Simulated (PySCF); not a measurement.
Electron correlation in Cr (chromium, neutral)

[Ar] 3d5 4s1, high-spin 7S determinant. All numbers are calculated (PySCF 2.14, scalar relativity by spin-free X2C-1e, in ANO-RCC-VTZP (6s5p3d2f1g, 59 functions)). Frozen: [Ne]; 14 electrons correlated.

| level | correlation energy (mhartree) |
| --- | --- |
| CCSD | -446.76 |
| (T) | -11.47 |
| CCSD(T) | -458.23 |

Diagnostics: T1 = 0.014, D1 = 0.0512, largest double amplitude 0.034.

Task: Is a single reference adequate?

Result: Yes: T1 lies below 0.03 and no double amplitude reaches 0.07.
